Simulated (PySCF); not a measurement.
**How methods differ on the excitation energy of Ni⁺**

Ni⁺ [Ar] 3d9 (2D) → Ni⁺ [Ar] 3d8 4s1 (4F), as a difference of total energies. Calculation: PySCF 2.14, in x2c-TZVPPall; scalar relativity by spin-free X2C-1e. Correlated levels: valence and next inner shell: [Ne] frozen. The calculations carry no spin-orbit coupling.

| method | excitation energy (eV) |
| --- | --- |
| UHF | -1.087 |
| MP2 (valence and next inner shell) | 1.902 |
| SCS-MP2 (valence and next inner shell) | 1.621 |
| CCSD (valence and next inner shell) | 0.769 |
| CCSD(T) (valence and next inner shell) | 0.885 |

Errors of the correlated levels include the incompleteness of this basis and the frozen core.

The basis was made for the ground configuration and has no added diffuse functions, so the excitation energy can come out too high.

Task: Which method comes closest to the reference value, and which is furthest?

Result: The reference is 1.085 eV (measured; NIST levels, between the centres of gravity of the two terms). Closest: CCSD(T) (valence and next inner shell) (error -0.200 eV); furthest: UHF (error -2.172 eV).
